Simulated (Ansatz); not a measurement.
Job for Ansatz (an electronic-structure program): R-CCSD(T)/cc-pVDZ on BrF, a point of a bond scan (R = 1.774 Å). The run froze 15 orbitals, filled d shells among them.

Ansatz 0.2 input:
```yaml
crystal:
  periodic: [false, false, false]
  atoms:
    - {symbol: Br, position_ang: [-0.00000000, -0.00000000, -0.36293761]}
    - {symbol: F, position_ang: [0.00000000, 0.00000000, 1.41142405]}
basis:
  gaussian:
    orbitals: cc-pVDZ
    pivot_positions_ang: [[-0.00000000, -0.00000000, -0.36293761], [0.00000000, 0.00000000, 1.41142405]]
magnetization: {spin_polarized: false}
correlation: {method: ccsd_t, electrons: outside_noble_gas}
scf: {lower_state_search: off}
output: {orbitals: {seedname: ./end}}
```

The log:

```
WARN ansatz: RAYON_NUM_THREADS=1 ignored (pool sized by the plan → 1); use --threads N
Functional definition: HF
these checks for a lower state are left out or cut short: stability, starts, cluster_reference, orbital_swaps, neighbouring_geometries, increment
integrals: 0.01 GiB planned
472 factors; integrals over basis functions are off by at most 4.6e-4 eV
mean field: 0.08 GiB planned
mean field evaluation 1: about -72701.2958 eV, gradient 1.8e1 eV
mean field evaluation 2: about -72701.3177 eV, gradient 1.8e1 eV
mean field evaluation 4: about -72701.9372 eV, gradient 1.9e0 eV
mean field evaluation 8: about -72701.9450 eV, gradient 2.2e-5 eV
mean field -72701.94503083 eV, -2671.7472007347 hartree, gradient 5.2e-6 eV, S^2 0.000000; 0 other end points of the search recorded, 0 dependent functions left out
15 core orbitals not correlated
reference -72701.94503083 eV, -2671.7472007347 hartree; 7, 7 occupied and 19, 19 virtual orbitals, 472 factors
second order -8.35561648 eV of doubles, -0.00000000 eV of singles
coupled cluster: 0.05 GiB planned
cycle   1  -8.47432218 eV  change   -1.2e-1 eV  update   6.7e-2
cycle   2  -8.67833542 eV  change   -2.0e-1 eV  update   2.2e-2
cycle   3  -8.73853313 eV  change   -6.0e-2 eV  update   1.1e-2
cycle   4  -8.73278651 eV  change    5.7e-3 eV  update   2.5e-3
cycle   5  -8.73365881 eV  change   -8.7e-4 eV  update   1.1e-3
cycle   6  -8.73364107 eV  change    1.8e-5 eV  update   3.0e-4
cycle   7  -8.73345516 eV  change    1.9e-4 eV  update   1.0e-4
cycle   8  -8.73349110 eV  change   -3.6e-5 eV  update   4.2e-5
cycle   9  -8.73350223 eV  change   -1.1e-5 eV  update   1.5e-5
perturbative correction -0.16986927 eV, -0.0062425804 hartree
Total energy: -72710.84840233 eV, -2672.0743936024 hartree
Checks for a lower state left out: stability, starts, cluster_reference, orbital_swaps, neighbouring_geometries, increment
```

Self-consistency was reached.

Cost: about 0.7 core-seconds (a rough figure).
